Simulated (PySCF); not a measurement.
YF3, SMILES [F][Y]([F])[F].

Geometry: PBE0-D3(BJ)/def2-TZVP. The isomer is the one that the SMILES or the coordinates give; other isomers of the formula were not compared. The def2 effective core potentials stand for the cores of Y; spin–orbit coupling is left out.

Computed with PBE0-D3(BJ)/def2-TZVP in PySCF 2.14.0.

Frequencies are harmonic and unscaled.

Modes within 1.5 cm⁻¹ of each other (mostly degenerate sets) share a row, with their intensities summed.

Problem. List the normal modes with their intensities. (An estimate is asked for; the answer gives what the named calculation found.)

Solution. 
| mode | ν (cm⁻¹) | IR (km/mol) | moving atoms (share of kinetic energy) |
|---|---|---|---|
| 1 | 32 | 98.6 | F 61 %, Y 39 % |
| 2–3 | 142 | 36.3 | F 88 %, Y 12 % |
| 4 | 572 | 0.0 | F 100 % |
| 5–6 | 594 | 473.5 | F 73 %, Y 27 % |
